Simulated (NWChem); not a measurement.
C5H5F; SMILES C1CC=CC=1F

```xyz
11

F      0.0196    -2.0643     0.0000
C     -0.0373    -0.7409     0.0000
C     -1.1487     0.0194     0.0000
C     -0.7031     1.4463     0.0000
C      0.7931     1.3683     0.0000
C      1.1726     0.0745     0.0000
H     -2.1797    -0.3300     0.0000
H     -1.0755     2.0014     0.8815
H     -1.0755     2.0014    -0.8815
H      1.4501     2.2388     0.0000
H      2.1862    -0.3282     0.0000
```
Atoms are numbered in this order, from 1.

Level: PBE0/def2-SVP (NWChem), optimised geometry, unscaled harmonic frequencies. 

```tsv
frequency (cm⁻¹)	IR intensity (km/mol)
265	3.4
370	5.8
419	1.4
612	16.2
628	9.6
693	2.9
783	40.4
804	3.5
906	27.1
938	23.0
956	0.0
962	12.4
1008	7.6
1076	4.6
1108	0.2
1231	4.8
1272	32.4
1320	16.3
1376	31.4
1443	85.8
1622	4.9
1729	105.0
3049	3.7
3091	1.8
3242	0.5
3264	1.2
3275	1.3
```

```json
{
  "zero_point_energy": "53.5 kcal/mol",
  "thermal correction to the enthalpy at 298.15 K (with zero-point energy)": "57.1 kcal/mol",
  "heat capacity Cv": "18.3 cal/(mol K)",
  "entropy at 298.15 K and 1 atm (symmetry number 1)": "71.1 cal/(mol K)",
  "dipole_moment": "1.83 D"
}
```

Rigid rotor and harmonic oscillator.
